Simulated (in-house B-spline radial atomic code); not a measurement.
Settings and results of a run for Ir⁵⁸⁺. Method: scalar-relativistic (X2C) LC-wPBE, spin-polarised, spherical fractional occupations, exact exchange averaged over the configuration, Fermi nucleus of rms radius 5.4032 fm. Calculated with an all-electron radial atomic-structure program (B-spline basis).

Command:
```bash
python run_scf.py task.json out
```
Settings (nuclear radius in fm, mass in u):
```
Z                77
configuration    [Ar] 3d1
hamiltonian      x2c
method           lc_wpbe
spin_polarised   True
nucleus          fermi
rms_radius       5.4032
atomic_mass      192.96292
speed_of_light   137.035999084
exact_exchange   averaged over the configuration
```

Output (hartree, bohr):
```
 radial grid: 54 intervals, B-splines of order 8, outer radius 1.1755 bohr

 iter        energy (Eh)    residual
    1      -14311.952070    1.28e+01
    2      -14366.563599    6.63e-01
    3      -14366.865720    3.05e-01
    4      -14366.929193    1.40e-01
    5      -14366.945951    1.14e-02
    6      -14366.946073    2.30e-05
    7      -14366.946073    5.28e-07

 total energy                    -14366.94607
 kinetic                           16799.8218
 electron-nucleus                 -32661.3434
 Hartree                            1693.0874
 exact exchange                       -4.0582
 exchange-correlation               -194.4536

 orbital      occ     eigenvalue          <r>       <r^2>       <1/r>       r_max
 1s up      1.000     -2944.8597    0.0166097 0.000388394     101.923    0.009848
 1s down    1.000     -2944.8586    0.0166096 0.000388389     101.923    0.009848
 2s up      1.000      -640.9789    0.0722077  0.00622476     24.0879     0.06191
 2s down    1.000      -640.7510    0.0721893  0.00622166      24.096     0.06189
 2p up      3.000      -579.5004    0.0650162  0.00517003     19.7932     0.05053
 2p down    3.000      -579.3201    0.0649945  0.00516649      19.799     0.05052
 3s up      1.000      -248.1716     0.178403   0.0364374     9.29479      0.1691
 3s down    1.000      -247.9095     0.178501   0.0364752     9.28571      0.1692
 3p up      3.000      -230.0048      0.17623   0.0359994     8.10795      0.1659
 3p down    3.000      -229.7384     0.176346   0.0360437     8.10031       0.166
 3d up      1.000      -212.8139     0.156906   0.0284245     7.53317      0.1325
```

Time taken, with all properties: 0.49 s on 1 thread of Intel(R) Xeon(R) Platinum 8259CL CPU @ 2.50GHz (shared host).

One-electron X2C: radii and densities carry no picture-change correction, so inner-shell <1/r> comes out high (for 1s by about 2 % at Z = 33, 5 % at 54, 10 % at 75, 30 % at 118) and <r> low.
